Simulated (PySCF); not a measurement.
All values below come from PySCF with TPSSh-D3(BJ)/def2-TZVP // B3LYP-D3(BJ)/def2-TZVP. Isolated molecules, 0 K electronic values unless said otherwise. 

Reference species (SMILES): `[InH3]` (neutral, multiplicity 1).

```
Item           Result
-------------  ------
dipole moment  0.00 D
```

Changed species: `[CH3][InH][CH3]` (whole molecule; the reference has whole molecule).

Q: Give the shifts of the dipole moment.

A: the dipole moment increases by 0.59 D, to 0.59 D.
